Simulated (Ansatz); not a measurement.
`[Cl][GeH2][GeH2][Cl]` + `F[Si](F)(Cl)N[SiH2]Cl` → `F[Si](F)(Cl)[NH][GeH2][Cl]` + `Cl[SiH2][GeH2][Cl]`  (redistribution)

Gas-phase electronic energies from Ansatz, PBE0-D4/def2-TZVP geometries. CBS: MP2 limit from def2 TZ/QZ plus the TZ coupled-cluster correction, frozen cores. This one scheme is used for every species. DFT in def2-TZVPP. For Ge outer-core shells are correlated without core-valence functions, which leaves a few kJ/mol of doubt a bond. Scalar relativity is left out up to krypton. One conformer a species, not always the lowest.

`[Cl][GeH2][GeH2][Cl]`:

```xyz
8

Cl    2.583    0.058   -0.660
Ge    0.646    0.968   -0.380
Ge   -0.881   -0.822    0.217
Cl   -0.342   -1.453    2.209
H     0.278    1.644   -1.710
H     0.790    2.003    0.743
H    -0.729   -2.042   -0.701
H    -2.345   -0.357    0.281
```

`F[Si](F)(Cl)N[SiH2]Cl`:

Cartesian coordinates in Å:
```
F 0.991 -1.517 -1.093
Si 1.281 -0.777 0.268
F 2.703 -0.108 0.133
Cl 1.413 -2.114 1.775
N 0.054 0.358 0.517
Si -1.208 0.841 -0.555
Cl -2.877 -0.339 -0.363
H -0.017 0.722 1.458
H -0.726 0.716 -1.943
H -1.613 2.217 -0.198
```

`F[Si](F)(Cl)[NH][GeH2][Cl]`:

```xyz
10

F     0.081   -1.760   -2.093
Si   -0.242   -0.323   -1.525
F     0.059    0.660   -2.723
Cl   -2.206   -0.193   -1.076
N     0.684    0.029   -0.163
Ge    0.144    0.510    1.523
Cl   -0.534   -1.233    2.589
H     1.667   -0.201   -0.221
H    -1.034    1.475    1.433
H     1.380    1.036    2.256
```

`Cl[SiH2][GeH2][Cl]`:

Z-matrix (Å, degrees):
```
Si
Ge 1 2.383
Cl 1 2.053 2 108.5
H 1 1.482 2 110.2 3 119.1
H 1 1.484 2 110.7 3 -119.0
Cl 2 2.162 1 106.3 3 -63.6
H 2 1.535 1 113.3 3 53.2
H 2 1.538 1 113.2 3 179.8
```

(1) Is it downhill or uphill in electronic energy at CCSD(T)/CBS, and by how much? (Best estimate.)

(2) What do these levels give: PBE-D4, PBE0-D4, ωB97M-V, CCSD/def2-TZVPP, CCSD(T)/def2-TZVPP, CCSD/CBS(def2)? (An estimate is asked.)

Largest T1 diagnostic among the species: 0.011.

Results:

(1) Computed: Uphill: ΔE = +58.1 kJ/mol.

(2) The calculation gave: PBE-D4 56.4, PBE0-D4 57.8, ωB97M-V 61.6, CCSD/def2-TZVPP 58.4, CCSD(T)/def2-TZVPP 56.9, CCSD/CBS(def2) 59.7 kJ/mol.

The D4 term adds −3.2 kJ/mol with B3LYP and −1.7 kJ/mol with PBE0; it sums over pairs of atoms, weighted by their polarisabilities, and B3LYP, whose exchange is more repulsive, gets the larger term. In def2-TZVPP, CCSD(T) changes the Hartree–Fock value by −6.7 kJ/mol (the triples alone add −1.5 kJ/mol) and MP2 by −5.0 kJ/mol.

B3LYP here is the variant with VWN-RPA as its local correlation; programs differ in this.
